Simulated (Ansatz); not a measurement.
Gas-phase electronic energies from Ansatz, PBE0-D4/def2-TZVP geometries. CBS: MP2 limit from def2 TZ/QZ plus the TZ coupled-cluster correction, frozen cores. DFT in def2-TZVPP. One conformer a species, not always the lowest.

Consider the formal exchange of groups at the Si–F bond: `F[SiH2]S[SiH](F)F` + `FCCF` → `F[SiH](F)S[SiH3]` + `FCC(F)F`.

CCSD(T)/CBS gives +186.4 kJ/mol.

Q: Another level gave +179.8 kJ/mol. Which?
A. ωB97X-V/def2-TZVPP
B. HF/def2-TZVPP
C. PBE-D4/def2-TZVPP
D. SCS-MP2/def2-TZVPP

A: B. HF/def2-TZVPP 179.8, SCS-MP2/def2-TZVPP 186.0, ωB97X-V 174.2, PBE-D4 169.9 kJ/mol.

Largest T1 diagnostic among the species: 0.012.

CCSD(T)/CBS has its own doubt, a few kJ/mol and more with outer-core shells, so smaller differences from it don't rank the levels.
